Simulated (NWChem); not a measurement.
A series in which one site is exchanged, each optimised at PBE0/def2-SVP with NWChem, gas phase unless a solvent is named. For some, no frequency run checked for a minimum. def2 effective core potentials on Cd; no spin-orbit coupling.

A: [Cl][Cd][Cl] (CdCl$_{2}$; site = Cl)
B: [Cl][Cd][Br] (CdBrCl; site = Br)
C: [Cd]([F])[Cl] (CdClF; site = F)
D: [Cl][CdH] (CdHCl; site = H)

Rank them by lowest singlet excitation, CAM-B3LYP/def2-SVPD, TDA (eV), lowest first.

B (5.04), A (5.38), C (5.50), D (6.42)
